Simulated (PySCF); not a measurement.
# How methods differ on the ionisation energy of Cd⁺

Cd⁺ [Kr] 4d10 5s1 (2S) → Cd²⁺ [Kr] 4d10 (1S), as a difference of total energies. Calculation: PySCF 2.14, in aug-cc-pwCVTZ-PP with ECP28MDF; a scalar-relativistic core potential. Correlated levels: valence: 4s2 4p6 frozen. The calculations carry no spin-orbit coupling.

| method | ionisation energy (eV) | error (eV) |
| --- | --- | --- |
| UHF | 15.567 | -1.341 |
| MP2 (valence) | 16.839 | -0.069 |
| SCS-MP2 (valence) | 16.641 | -0.267 |
| CCSD (valence) | 16.645 | -0.263 |
| CCSD(T) (valence) | 16.735 | -0.173 |

Reference: 16.908 eV (measured; NIST Atomic Spectra Database, ionization energies).

Errors of the correlated levels include the incompleteness of this basis and the frozen core.
